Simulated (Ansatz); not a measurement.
Ir₂₀ (relaxed from a model of Ir20 flat piece, whose bonding it doesn't keep). Charge 0, multiplicity 1. Geometry PBE-D4/def2-SVP.

Cartesian coordinates in Å:
```
Ir 3.5565 -0.6809 -2.8746
Ir 2.3891 -1.9951 -1.3198
Ir 1.7890 -4.3178 -0.6590
Ir -0.0365 -2.7616 -1.2494
Ir -1.6413 -2.4876 -2.9658
Ir 4.3409 0.3896 -0.9043
Ir 2.1809 -0.0815 0.3327
Ir 1.2473 -2.3991 1.0120
Ir -1.1873 -1.5215 0.6118
Ir -2.8442 -2.8216 -0.9335
Ir 3.0053 2.2889 -0.2967
Ir 0.5654 1.8527 0.6262
Ir 0.3539 -0.1999 2.1093
Ir -1.7075 0.9704 1.0470
Ir -3.3327 -0.5486 -0.2926
Ir 2.2054 3.7003 1.4455
Ir -0.0961 4.2173 0.9301
Ir -2.0154 3.3187 2.0041
Ir -3.7043 2.4909 0.5700
Ir -5.0683 0.5866 0.8071
```

In the def2 sets Ir takes a core potential; there is no spin–orbit coupling. Single mean-field runs in def2-SVP, def2-TZVP are fitted with def2-universal-jkfit. The restricted singlet is unstable towards broken spin symmetry at other levels; at PBE-D4/def2-SVP, PBE-D4/def2-TZVP, r2SCAN-D4/def2-TZVP, PBE0-D4/def2-SVP and others this wasn't settled. Another isomer (singlet) lies 4.94 eV lower at PBE0-D4/def2-TZVP; other spin states weren't run for this one.

**Question.** Estimate the orbital energies around the gap (eV) in Ansatz with PBE-D4/def2-SVP, PBE-D4/def2-TZVP, r2SCAN-D4/def2-TZVP, PBE0-D4/def2-SVP, PBE0-D4/def2-TZVP.

**Answer.** 
| orbital | PBE-D4/def2-SVP | PBE-D4/def2-TZVP | r2SCAN-D4/def2-TZVP | PBE0-D4/def2-SVP | PBE0-D4/def2-TZVP |
| --- | --- | --- | --- | --- | --- |
| HOMO−5 | -4.99 | -4.94 | -5.02 | -5.76 | -5.68 |
| HOMO−4 | -4.97 | -4.92 | -4.98 | -5.65 | -5.58 |
| HOMO−3 | -4.88 | -4.83 | -4.90 | -5.63 | -5.56 |
| HOMO−2 | -4.85 | -4.79 | -4.85 | -5.56 | -5.49 |
| HOMO−1 | -4.83 | -4.78 | -4.84 | -5.51 | -5.43 |
| HOMO | -4.78 | -4.72 | -4.77 | -5.31 | -5.24 |
| LUMO | -4.65 | -4.60 | -4.61 | -4.35 | -4.27 |
| LUMO+1 | -4.57 | -4.53 | -4.52 | -4.15 | -4.08 |
| LUMO+2 | -4.56 | -4.51 | -4.48 | -3.90 | -3.82 |
| LUMO+3 | -4.49 | -4.44 | -4.40 | -3.81 | -3.74 |
| LUMO+4 | -4.48 | -4.43 | -4.38 | -3.80 | -3.72 |
| LUMO+5 | -4.35 | -4.31 | -4.26 | -3.63 | -3.56 |
